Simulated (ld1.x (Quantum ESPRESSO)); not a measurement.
**Before and after: ultrasoft potential for Sn**

- Element: Sn
- Generator: ld1.x (Quantum ESPRESSO) 7.5
- Type: ultrasoft
- Functional: PBE
- Relativity: scalar-relativistic
- Frozen core: [Ar] 3d10 4s2
- Valence charge: 20
- Reference configuration: 4p6 4d10 5s2 5p1 (charge +1)
- Partial waves: 5s (bound): rcut 1.45, rcutus 1.90 bohr; 5s channel at 3.8 Ry: rcut 1.45, rcutus 1.90 bohr; 4p (bound): rcut 1.60, rcutus 1.80 bohr; 5p (bound): rcut 1.60, rcutus 1.80 bohr; 4d (bound): rcut 1.25, rcutus 1.45 bohr; 4d channel at -1.95 Ry: rcut 1.25, rcutus 1.45 bohr
- Local potential: all-electron potential smoothed inside 1.15 bohr (lloc = -1)
- Core correction: Bessel-smoothed model core inside 1.10 bohr
- Augmentation charge: PSQ, inside the norm-conserving radii

Change: type TM; waves now 4p (bound): rc 1.80 bohr; 4d (bound): rc 1.45 bohr; 5s (bound): rc 1.90 bohr; local potential the s channel (5p counted twice).

Cutoffs: the cutoffs (Ry, on a coarse ladder) from which the occupation-weighted sum of valence levels, in a spherical-Bessel basis at the reference potential, stays within 10 and 1 mRy of its value at 400 Ry; they do not see the model core or the augmentation charge, which bear on the density cutoff. Errors are all-electron minus pseudo energies relative to the spin-unpolarised reference configuration.

Question: Predict the effect on cutoff, ghosts and configuration errors.

Answer: The potential gets harder (70 Ry and 120 Ry → 90 Ry and 140 Ry); the bound ghost in s disappears; the miss of the reference levels goes from 0.00 to 1.76 eV; of the 7 tests that both files solve, the error grows in 7 and shrinks in 0 by more than 15 % and 0.3 meV (median size 3.4 → 2786.7 meV); the range in which the s phases agree narrows (upper end at the end of the scan → 3.5); the range in which the p phases agree narrows (upper end at the end of the scan → -2.7). In the changed file ld1.x takes every shell without a wave as core, so the model core holds the 5p electrons as well and exchange and correlation see them twice. This cancels in the reference configuration, but the file is broken for other ones, and its errors say nothing about a proper core correction. Several settings change at once here, so the effects cannot be laid on one of them.

| quantity | base | changed |
| --- | --- | --- |
| cutoff, loose | 70 Ry | 90 Ry |
| cutoff, tight | 120 Ry | 140 Ry |
| loose cutoff by channel (10 mRy a level) | s 10 Ry, p 25 Ry, d 45 Ry | p 45 Ry, d 70 Ry, s 10 Ry |
| bound ghosts | s | none |
| largest miss of a reference level, eV | 0.00 | 1.76 |
| error for 4p6 4d10 5s2 5p2, meV [ΔE -6.87 eV] | +1.7 | -1346 |
| error for 4p6 4d10 5s2 5p0, meV [ΔE 13.95 eV] | -3.4 | +2201 |
| error for 4p6 4d10 5s1 5p0, meV [ΔE 44.92 eV] | -11 | +2787 |
| error for 4p6 4d10 5s0 5p0, meV [ΔE 86.05 eV] | -36 | +3329 |
| error for 4p6 4d10 5s2 5p2.3, meV [ΔE -7.72 eV] | +2.0 | -1590 |
| error for 4p6 4d10 5s1 5p3, meV [ΔE 0.10 eV] | +0.3 | -3125 |
| error for 4p6 4d9 5s2 5p3, meV [ΔE 17.59 eV] | +69 | -4103 |
| s: phases at 2.05 bohr within 0.05 rad from the reference energy up to (Ry; the scan ends near 5) | to the end of the scan | 3.5 |
| p: phases at 2.05 bohr within 0.05 rad from the reference energy up to (Ry; the scan ends near 5) | to the end of the scan | -2.7 |
| d: phases at 2.05 bohr within 0.05 rad from the reference energy up to (Ry; the scan ends near 5) | to the end of the scan | -0.1 |

Changed file: These tests converged, but a pseudo level misses the all-electron one widely, so the file describes the atom poorly there or has found another state: 4p6 4d10 5s2 5p0: empty 5p by 2.7 eV; 4p6 4d10 5s1 5p0: empty 5p by 3.3 eV; 4p6 4d10 5s0 5p0: empty 5p by 3.9 eV; 4p6 4d9 5s2 5p3: 4d by 2.5 eV. A true bound ghost makes a file unfit for plane-wave use even where its test errors are small: the radial tests pick states by their node count and pass the ghost by.
